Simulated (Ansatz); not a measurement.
Ansatz results at the PBE0-D4/def2-TZVP geometry: HOMO energy (ωB97M-V/def2-TZVPP) -9.07 eV; HOMO–LUMO gap (B3LYP/def2-TZVPP) 4.08 eV; HOMO energy (B3LYP/def2-TZVPP) -6.98 eV.

Which molecule gave them?
A. `C=CC1CC1`
B. `BrC(Br)Br`
C. `[Ge-]#[Se+]`
D. `[P]#[Sb]`

D. The others give `[Ge-]#[Se+]`: -9.56, 4.72, -7.34; `BrC(Br)Br`: -10.32, 5.80, -7.85; `C=CC1CC1`: -9.05, 6.83, -6.65.

B3LYP here is the variant with VWN-RPA as its local correlation; programs differ in this.
